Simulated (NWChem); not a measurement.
System meant: GaHOCl2; SMILES [OH][Ga]([Cl])[Cl]

Here is an NWChem input.

```
start job
memory heap 200 mb stack 900 mb global 1100 mb
geometry units angstroms noautoz
  Ga    -0.280503    -0.033237     0.000000
  Cl     0.720968     1.849329     0.000000
  Cl     0.829380    -1.839239     0.000000
  O     -2.043120    -0.124042     0.000000
  H     -2.474413     0.738138     0.000000
end
basis spherical
  * library def2-svp
end
dft
  xc b3lyp
  iterations 4
  mulliken
end
task dft energy
```

End of the output:

```
    Atom       Charge   Shell Charges
 -----------   ------   -------------------------------------------------------
    1 Ga  31    31.10   2.00  2.00  1.93  0.67  0.24  5.99  5.84  1.03  0.70  7.80  2.04  0.85
    2 Cl  17    16.93   2.00  1.96  1.04  0.76  5.82  2.24  3.10  0.01
    3 Cl  17    16.91   2.00  1.96  1.04  0.75  5.82  2.24  3.08  0.02
    4 O    8     8.17   1.97  0.88  0.60  2.69  2.01  0.01
    5 H    1     0.90   0.55  0.17  0.18

 center of mass
 --------------
 x =   0.02569824 y =  -0.01095574 z =   0.00000000

 moments of inertia (a.u.)
 ------------------
         852.841103198871           0.000000000000           0.000000000000
           0.000000000000         430.190274925300           0.000000000000
           0.000000000000           0.000000000000        1283.031378124172

     Multipole analysis of the density
     ---------------------------------

     L   x y z        total         alpha         beta         nuclear
     -   - - -        -----         -----         ----         -------
     0   0 0 0     -0.000000    -37.000000    -37.000000     74.000000

     1   1 0 0     -0.335994     -0.167997     -0.167997     -0.000000
     1   0 1 0      0.521037      0.260519      0.260519      0.000000
     1   0 0 1     -0.000000     -0.000000     -0.000000      0.000000

     2   2 0 0    -35.073444   -128.853463   -128.853463    222.633482
     2   1 1 0     -3.109478      0.278604      0.278604     -3.666687
     2   1 0 1      0.000000      0.000000      0.000000      0.000000
     2   0 2 0    -35.881018   -225.880650   -225.880650    415.880283
     2   0 1 1     -0.000000     -0.000000     -0.000000      0.000000
     2   0 0 2    -32.790369    -16.395184    -16.395184      0.000000

 ------------------------------------------------------------------------
 dft energy failed                                                                                  0
 ------------------------------------------------------------------------
 ------------------------------------------------------------------------
  current input line :
    18: task dft energy
 ------------------------------------------------------------------------
 ------------------------------------------------------------------------
 This type of error is most commonly associated with calculations not reaching convergence criteria
 ------------------------------------------------------------------------
 For more information see the NWChem manual at https://nwchemgit.github.io

0:dft energy failed:Received an Error in Communication
```

Problem. What is wrong, and how is it mended?

Solution. Convergence was not reached. Cause: the SCF was allowed too few iterations. This input runs:
```
start job
memory heap 200 mb stack 900 mb global 1100 mb
geometry units angstroms noautoz
  Ga    -0.280503    -0.033237     0.000000
  Cl     0.720968     1.849329     0.000000
  Cl     0.829380    -1.839239     0.000000
  O     -2.043120    -0.124042     0.000000
  H     -2.474413     0.738138     0.000000
end
basis spherical
  Ga library def2-svp
  Cl library def2-svp
  O library def2-svp
  H library def2-svp
end
dft
  xc b3lyp
  iterations 150
  mulliken
end
task dft energy
```
It converges to -2920.69803 Ha (B3LYP/def2-SVP).
